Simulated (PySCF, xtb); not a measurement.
TiOCl2, SMILES [O]=[Ti]([Cl])[Cl], multiplicity 1.

Harmonic wavenumbers (cm⁻¹) from GFN2-xTB run with xtb 6.7.1 at its own minimum, in rising order: 129, 179, 197, 376, 422, 959.

Q: What does TPSSh-D3(BJ)/def2-SVP (PySCF 2.14.0) give at its own minimum? (Estimate from the structure and the level; the computed values follow.)

A: 33, 117, 215, 385, 519, 1119. Paired by order, the mean absolute difference is 74 cm⁻¹ and the zero-point energies are 3.2 and 3.4 kcal/mol.
